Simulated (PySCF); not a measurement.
Compound: C₆H₇FO.
Z-matrix (Å and degrees, PBE0-D3(BJ)/def2-SVP geometry), rows numbered from 1:
```
C 
C   1  1.3391
C   2  1.4684  1  129.78
C   3  1.3575  2  118.80  1   175.27
C   4  1.4842  3  130.07  2  -179.03
C   3  1.4837  2  122.31  1    -4.51
O   6  1.1875  3  127.83  2   157.57
F   6  1.3427  3  112.82  2   -23.65
H   1  1.0924  2  119.52  3  -178.23
H   1  1.0900  2  123.15  3     1.78
H   2  1.0962  1  117.52  3   178.01
H   4  1.0974  3  114.85  2     0.83
H   5  1.0952  4  113.40  3   -16.01
H   5  1.1049  4  109.30  3   103.30
H   5  1.1008  4  110.16  3  -140.24
```

Level: PBE0/pcSseg-1 in PySCF, non-relativistic, on one gas-phase PBE0-D3(BJ)/def2-SVP geometry that isn't relaxed in the solvent. The solvent is an IEF-PCM continuum (cavity from Bondi-type radii × 1.2). The model holds no explicit solvent molecules, cavitation or dispersion.

```tsv
run	E − E(gas) (kcal/mol)	HOMO (eV)	HOMO–LUMO gap (eV)	dipole (D)
gas	0.00	-7.10	5.28	3.13
P	-4.13	-6.99	5.26	3.97
Q	-4.85	-6.98	5.26	4.12
```

The runs were made in dichloromethane and dimethylsulfoxide. Which run belongs to which solvent?

P = dichloromethane, Q = dimethylsulfoxide. The dielectric constants are 8.93 (dichloromethane), 46.83 (dimethylsulfoxide), and the energy falls further as ε rises. In this model the ground state sees the solvent through ε alone.

How constant is the ratio of the lowering to (ε − 1)/(2ε + 1)?

```
          solvent  (ε − 1)/(2ε + 1)  E − E(gas) (kcal/mol)  ratio (kcal/mol)  polarisation term (kcal/mol)
  dichloromethane             0.420                  -4.13              -9.8                         -4.75
dimethylsulfoxide             0.484                  -4.85             -10.0                         -5.72
```

The ratio changes by +2.0 % in size from dichloromethane to dimethylsulfoxide. The polarisation term is half the interaction of the solute with the induced surface charges.
